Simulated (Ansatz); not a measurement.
Ansatz (a quantum-chemistry and plane-wave program) input (CCSD(T)/6-31G*):

Ansatz 0.2 input:
```yaml
crystal:
  periodic: [false, false, false]
  atoms:
    - {symbol: N, position_ang: [-1.66029379, -0.58036976, -0.24284183]}
    - {symbol: B, position_ang: [-0.35776596, -0.12579984, -0.02756744]}
    - {symbol: Cl, position_ang: [0.97376618, -1.28069303, -0.00302824]}
    - {symbol: Cl, position_ang: [-0.04790979, 1.60598419, 0.08320939]}
    - {symbol: H, position_ang: [-2.32867216, -0.83836222, 0.47465049]}
basis:
  gaussian:
    orbitals: 6-31G*
magnetization: {spin_polarized: true, initial_magnetization: 1}
correlation: {method: ccsd_t, electrons: outside_noble_gas}
```

Output:

```
Functional definition: HF
integrals: 0.07 GiB planned
641 factors; integrals over basis functions are off by at most 8.5e-4 eV
0.66 GiB of device memory are held for the factors and their scratch space
mean field: 0.26 GiB planned
mean field evaluation 1: about -27174.8665 eV, gradient 1.8e1 eV
mean field evaluation 2: about -27174.9119 eV, gradient 1.8e1 eV
mean field evaluation 4: about -27177.2566 eV, gradient 2.5e0 eV
mean field evaluation 8: about -27177.3454 eV, gradient 2.5e-1 eV
mean field evaluation 16: about -27177.3467 eV, gradient 2.2e-6 eV
mean field evaluation 32: about -27177.3467 eV, gradient 2.2e-6 eV
mean field evaluation 64: about -27175.6984 eV, gradient 7.9e-4 eV
mean field -27177.34673719 eV, -998.7490711245 hartree, gradient 2.2e-6 eV, S^2 0.760979; 3 other end points of the search recorded, 0 dependent functions left out
determinant -27177.34673719 eV, -998.7490711245 hartree, with singles and doubles -27191.07941785 eV, -999.2537378306 hartree
determinant -27175.69837145 eV, -998.6884948008 hartree, with singles and doubles -27189.39692584 eV, -999.1919073894 hartree
12 core orbitals not correlated
reference -27177.34673719 eV, -998.7490711245 hartree; 12, 11 occupied and 46, 47 virtual orbitals, 641 factors
second order -12.62618215 eV of doubles, -0.00000000 eV of singles
coupled cluster: 0.47 GiB planned
cycle   1  -13.73347118 eV  change   -7.9e-4 eV  update   1.1e-3
cycle   2  -13.73384000 eV  change   -3.7e-4 eV  update   8.5e-4
cycle   3  -13.73385587 eV  change   -1.6e-5 eV  update   3.9e-4
cycle   4  -13.73397416 eV  change   -1.2e-4 eV  update   1.7e-4
cycle   5  -13.73419502 eV  change   -2.2e-4 eV  update   4.3e-5
cycle   6  -13.73425051 eV  change   -5.5e-5 eV  update   2.6e-5
cycle   7  -13.73421860 eV  change    3.2e-5 eV  update   9.8e-6
cycle   8  -13.73421125 eV  change    7.3e-6 eV  update   3.8e-6
perturbative correction -0.39000657 eV, -0.0143324771 hartree
Total energy: -27191.47095501 eV, -999.2681265558 hartree
```

It need not be the lowest isomer of its formula.
